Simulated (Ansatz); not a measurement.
Geometry optimisation, RKS PBE-D4/def2-SVP in Ansatz 0.2.0.

Input:

```yaml
crystal:
  periodic: [false, false, false]
  atoms:
    - { symbol: "N", position_ang: [-1.7053, 0.5098, 1.3435] }
    - { symbol: Sn, position_ang: [-0.2036, -0.6138, 0.6457] }
    - { symbol: C, position_ang: [1.5199, 0.5461, 0.2843] }
    - { symbol: Se, position_ang: [1.6603, 0.5671, -1.6614] }
    - { symbol: C, position_ang: [-0.0325, -0.5304, -1.4907] }
    - { symbol: H, position_ang: [-2.25314, -0.03641, 2.07313] }
    - { symbol: H, position_ang: [-1.26458, 1.31287, 1.93117] }
    - { symbol: H, position_ang: [0.0564, -2.1631, 1.3837] }
    - { symbol: H, position_ang: [1.4445, 1.5898, 0.7412] }
    - { symbol: H, position_ang: [2.4547, 0.0417, 0.7301] }
    - { symbol: H, position_ang: [-0.9183, -0.0068, -1.9003] }
    - { symbol: H, position_ang: [0.1308, -1.5263, -1.8886] }
basis:
  gaussian: { orbitals: def2-SVP }
hamiltonian:
  xc: pbe
  dispersion: d4
relax:
  f_tol: 0.015
  max_steps: 40
output:
  orbitals: {}
```

Run as:

```bash
$ ansatz run input.yaml --threads 2 --pin off --max-ram 3072MiB --backend cpu --events-out ev --progress --plain --runs-dir out
```

Problem. Where does it end, and by what steps?

Solution. It converged. After 12 steps the energy has fallen by 0.728 eV; H7 moved furthest, 0.95 Å.

```csv
step,energy less start (eV),largest force component (eV/Å),accepted
0,0.0000,2.798,yes
1,-0.6246,0.827,yes
2,-0.6751,0.344,yes
3,-0.6664,0.568,no
4,-0.6862,0.070,yes
5,-0.6912,0.115,yes
6,-0.6914,0.622,yes
7,-0.7091,0.143,yes
8,-0.7209,0.098,yes
9,-0.7249,0.193,yes
10,-0.7271,0.076,yes
11,-0.7278,0.032,yes
12,-0.7279,0.008,yes
```

```xyz
12
Properties=species:S:1:pos:R:3
N -1.815 0.239 1.459
Sn -0.124 -0.639 0.660
C 1.728 0.546 0.429
Se 1.612 0.512 -1.555
C -0.111 -0.487 -1.525
H -1.837 0.184 2.487
H -1.887 1.235 1.214
H -0.010 -2.200 1.406
H 1.667 1.578 0.827
H 2.651 0.058 0.799
H -0.945 0.114 -1.939
H -0.040 -1.449 -2.069
```

Whether the end is a true minimum wasn't checked by a vibrational analysis.

Time of the run: 42 s on 2 threads of Arm Neoverse V2, with other jobs on the host, peak memory 0.2 GiB.
